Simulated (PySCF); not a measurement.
C9H6OS2, SMILES O=C(c1cccs1)c1cccs1 (GFN2-xTB optimised geometry):

```
18

O     -1.097    -2.321     0.000
C     -0.527    -1.239     0.000
C     -1.320    -0.009     0.000
C     -2.696    -0.009     0.000
C     -3.253     1.278     0.000
C     -2.300     2.252     0.000
S     -0.711     1.615     0.000
C      0.935    -1.197     0.000
C      1.713    -2.332     0.000
C      3.090    -2.064     0.000
C      3.354    -0.727     0.000
S      1.930     0.223     0.000
H     -3.261    -0.923     0.000
H     -4.310     1.476     0.000
H     -2.439     3.315     0.000
H      1.279    -3.315     0.000
H      3.850    -2.823     0.000
H      4.310    -0.240     0.000
```

Method: B3LYP/def2-SVP run with PySCF 2.14.0.

**Question.** What are the frontier orbital energies and the dipole moment?

**Answer.** HOMO-2 -7.08 eV, HOMO-1 -6.88 eV, HOMO -6.80 eV, LUMO -2.25 eV, LUMO+1 -0.65 eV; dipole moment 2.64 D.

Meta-Löwdin charges at B3LYP/def2-SVP: O1 -0.44, C2 0.33, C3 -0.16, C4 -0.09, C5 -0.13, C6 -0.22, S7 0.27, C8 -0.16, C9 -0.09, C10 -0.13, C11 -0.22, S12 0.27, H13 0.13, H14 0.12, H15 0.13, H16 0.13, H17 0.12, H18 0.13.
